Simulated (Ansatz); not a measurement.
Computed with Ansatz on PBE0-D4/def2-TZVP structures; ΔE is electronic, products minus reactants. CCSD(T)/CBS adds triple-zeta CCSD(T) − MP2 to the extrapolated MP2 energy (def2 sets, frozen cores). Functionals use def2-TZVPP. B3LYP here is the variant with VWN-RPA as its local correlation; programs differ in this. For Ge outer-core shells are correlated without core-valence functions, which leaves a few kJ/mol of doubt a bond. Scalar relativity is left out up to krypton. One conformer a species, not always the lowest.

Reaction (ligand exchange at the Si–S bond): `O[SiH2]S[SiH](Cl)Cl` + `[OH][GeH3]` → `Cl[SiH](Cl)[O][GeH3]` + `O[SiH2]S`

```csv
level,ΔE (kcal/mol),difference from CCSD(T)/CBS
PBE-D4,-11.1,4.1
r2SCAN-D4,-14.4,0.8
PBE0-D4,-12.5,2.7
B3LYP-D4,-15.6,-0.4
ωB97X-V,-15.6,-0.4
ωB97M-V,-15.2,0.0
B2PLYP,-16.9,-1.7
PBE,-12.2,3.0
r2SCAN,-14.7,0.5
PBE0,-13.6,1.6
B3LYP,-17.5,-2.3
HF/def2-TZVPP,-22.5,-7.3
MP2/def2-TZVPP,-14.9,0.3
SCS-MP2/def2-TZVPP,-16.8,-1.6
CCSD/def2-TZVPP,-17.7,-2.5
CCSD(T)/def2-TZVPP,-16.4,-1.2
HF/def2-QZVPP,-23.0,-7.8
MP2/def2-QZVPP,-14.4,0.8
SCS-MP2/def2-QZVPP,-16.3,-1.1
HF/CBS(def2),-23.0,-7.8
MP2/CBS(def2),-13.7,1.5
CCSD/CBS(def2),-16.5,-1.3
CCSD(T)/CBS,-15.2,0
```

Largest T1 diagnostic among the species: 0.011.

From PBE to PBE0 (25 % exact exchange), in def2-TZVPP and without D4, ΔE moves by −1.3 kcal/mol. In def2-TZVPP, CCSD(T) changes the Hartree–Fock value by +6.1 kcal/mol (the triples alone add +1.3 kcal/mol) and MP2 by +7.6 kcal/mol. The D4 term adds +1.9 kcal/mol with B3LYP and +1.0 kcal/mol with PBE0; it sums over pairs of atoms, weighted by their polarisabilities, and B3LYP, whose exchange is more repulsive, gets the larger term.
